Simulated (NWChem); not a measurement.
Molecule: SnNH3O, singlet; SMILES [NH2][Sn][OH]

```xyz
6

Sn    -0.3776     0.0226     0.0000
O      0.9426     1.5298     0.0000
H      1.8708     1.2682     0.0000
N      1.0061    -1.4750     0.0000
H      2.0162    -1.3616     0.0000
H      0.7607    -2.4606     0.0000
```
Atoms are numbered in this order, from 1.

Level: PBE0/def2-SVP with def2 effective core potentials on Sn (NWChem), optimised geometry, unscaled harmonic frequencies. Low-valent species are run as closed-shell singlets; no triplet was tried in these runs. def2 effective core potentials on Sn; no spin-orbit coupling.

Question: List the harmonic frequencies with IR intensities, and the thermochemistry.

Answer: 
```tsv
frequency (cm⁻¹)	IR intensity (km/mol)
193	9.2
307	0.8
339	302.3
406	53.9
585	11.3
591	106.6
604	95.0
752	34.8
1509	16.2
3576	11.3
3691	17.9
3886	29.0
```

```
Item                                                                               Result
-----------------------------------------------------------------------  ----------------
zero-point energy                                                           23.5 kcal/mol
thermal correction to the enthalpy at 298.15 K (with zero-point energy)     27.3 kcal/mol
heat capacity Cv                                                         16.5 cal/(mol K)
entropy at 298.15 K and 1 atm (symmetry number 1)                        73.0 cal/(mol K)
```

Rigid rotor and harmonic oscillator.
